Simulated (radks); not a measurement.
Coulomb parameter of the 4d shell of the ruthenium ion Ru2+ in the model configuration [Kr] 4d5 5p1, as a second difference U = [E(n + 1) + E(n - 1) - 2 E(n)] / (1)^2 with all orbitals relaxed. "Bare": the charge of the atom changes with n. "Screened": the 5p shell takes up the change at fixed total charge, which measures U(4d,4d) + U(5p,5p) - 2 U(4d,5p). All-electron calculation, scalar-relativistic Kohn-Sham, SCAN, spin-unpolarised, spherical densities, finite nucleus; meta-GGA in the generalised Kohn-Sham scheme; Fermi nuclear charge, rms radius 4.4809 fm. Program: a radial shooting solver on a logarithmic mesh with Libxc functionals.

| case | configuration | E - E(n) (eV) |
|---|---|---|
| start | [Kr] 4d5 5p1 | 0.000 |
| bare +1 | [Kr] 4d6 5p1 | -22.626 |
| bare -1 | [Kr] 4d4 5p1 | 35.343 |
| screened +1 | [Kr] 4d6 | -12.455 |
| screened -1 | [Kr] 4d4 5p2 | 15.039 |

U(bare) = 12.717 eV, U(screened by 5p) = 2.585 eV, against the Slater integral F0(4d,4d) = 16.904 eV with frozen orbitals.
